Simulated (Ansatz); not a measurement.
Consider the ligand exchange at the Si–C bond: `[SiH3]C([SiH3])I` + `COB(O)F` → `COB(F)O[SiH3]` + `[SiH3]CI`.

Gas-phase electronic energies from Ansatz, PBE0-D4/def2-TZVP geometries. CBS: MP2 limit from def2 TZ/QZ plus the TZ coupled-cluster correction, frozen cores. Functionals use def2-TZVPP. B3LYP here is the variant with VWN-RPA as its local correlation; programs differ in this. Elements past krypton have def2 core potentials. For I outer-core shells are correlated without core-valence functions, which leaves a few kJ/mol of doubt a bond. Each species was taken in one conformer, which may not be the lowest.

Q: Is it downhill or uphill in electronic energy at CCSD(T)/CBS, and by how much? (Best estimate.)

A: Ansatz gave: Downhill: ΔE = -80.9 kJ/mol.

Q: What do these levels give: PBE-D4, r2SCAN-D4, PBE0-D4, B3LYP-D4, ωB97X-V, PBE, r2SCAN, HF/def2-TZVPP, SCS-MP2/def2-TZVPP, MP2/def2-QZVPP, SCS-MP2/def2-QZVPP, MP2/CBS(def2)? (Best estimate.)

A: The calculation gave: PBE-D4 -70.1, r2SCAN-D4 -83.2, PBE0-D4 -74.5, B3LYP-D4 -86.7, ωB97X-V -84.9, PBE -75.1, r2SCAN -84.1, HF/def2-TZVPP -112.4, SCS-MP2/def2-TZVPP -86.6, MP2/def2-QZVPP -78.9, SCS-MP2/def2-QZVPP -86.4, MP2/CBS(def2) -77.8 kJ/mol.

Largest T1 diagnostic among the species: 0.012.

The D4 term adds +8.4 kJ/mol with B3LYP and +4.3 kJ/mol with PBE0; it sums over pairs of atoms, weighted by their polarisabilities, and B3LYP, whose exchange is more repulsive, gets the larger term. From PBE to PBE0 (25 % exact exchange), in def2-TZVPP and without D4, ΔE moves by −3.8 kJ/mol.
